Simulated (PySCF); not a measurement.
# Radial density of Nb⁻ (niobium, charge -1)

UHF, [Kr] 4d4 5s2, high-spin 5D determinant. Computed with PySCF 2.14 in aug-cc-pVTZ-DK (9s8p6d3f2g, 102 functions), with the spin-free X2C one-electron Hamiltonian (Gaussian nucleus).

| r (bohr) | 4πr²ρ (e/bohr) | 4πr²(ρα − ρβ) |
| --- | --- | --- |
| 0.0320 | 49.69 | -0.0031 |
| 0.0539 | 43.46 | -0.0079 |
| 0.0906 | 59.48 | 0.0181 |
| 0.152 | 54.03 | 0.1628 |
| 0.256 | 40.39 | 0.3540 |
| 0.431 | 42.88 | 0.1266 |
| 0.726 | 12.32 | 0.2228 |
| 1.22 | 9.763 | 1.7346 |
| 2.05 | 3.226 | 1.8236 |
| 3.45 | 0.8450 | 0.6845 |
| 5.81 | 0.2228 | 0.0324 |
| 9.77 | 0.1027 | -0.0934 |
| 16.4 | 0.007803 | -0.0078 |

Densities and radii are taken from the X2C orbitals without a picture-change correction, which distorts them close to the nucleus.

⟨S²⟩ = 6.51 against 6.00 shows spin contamination. At UHF the highest occupied level has a positive energy, so only the finite basis holds that electron.

Question: Where is the radial spin density 4πr²(ρα − ρβ) most negative, and why is it negative at all?

Answer: Around r = 9.77 bohr, down to -0.0934 e/bohr: exchange with the open shell polarises the paired shells in an unrestricted calculation.
